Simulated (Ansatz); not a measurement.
`[F][Sn]([F])([Cl])[I]` and `[F][Sn]([F])([F])[I]` differ in one atom or group.

Ansatz, PBE0-D4/def2-TZVP geometries, multiplicity 1. 

Elements past krypton have def2 core potentials.

| property | `[F][Sn]([F])([Cl])[I]` |
| --- | --- |
| HOMO energy (B3LYP/def2-TZVPP) / eV | -8.61 |
| zero-point energy (PBE0-D4/def2-TZVP) / kJ/mol | 15.4 |
| HOMO energy (ωB97M-V/def2-TZVPP) / eV | -11.02 |
| HOMO–LUMO gap (PBE/def2-TZVPP) / eV | 3.43 |
| size of the dipole moment (B3LYP/def2-TZVPP) / D | 2.74 |
| LUMO energy (ωB97M-V/def2-TZVPP) / eV | -1.40 |

Task: Give the same properties after the change, and the shifts. (Best estimate.)

Result: The calculation gave: 
| property | `[F][Sn]([F])([F])[I]` | shift |
| --- | --- | --- |
| HOMO energy (B3LYP/def2-TZVPP) / eV | -8.84 | -0.23 |
| zero-point energy (PBE0-D4/def2-TZVP) / kJ/mol | 17.5 | 2.1 |
| HOMO energy (ωB97M-V/def2-TZVPP) / eV | -11.25 | -0.23 |
| HOMO–LUMO gap (PBE/def2-TZVPP) / eV | 3.52 | 0.09 |
| size of the dipole moment (B3LYP/def2-TZVPP) / D | 3.30 | 0.56 |
| LUMO energy (ωB97M-V/def2-TZVPP) / eV | -1.46 | -0.06 |

With PBE0 the HOMO falls by 0.22 eV and the LUMO falls by 0.09 eV, so the gap widens by about 0.13 eV. PBE moves the HOMO by -0.20 eV and ωB97M-V by -0.23 eV. Dipoles are sizes alone; their direction can turn.

B3LYP here is the variant with VWN-RPA as its local correlation; programs differ in this.

Spin–orbit coupling is left out; it splits and shifts lone-pair levels of the heavy atoms by tenths of an eV.
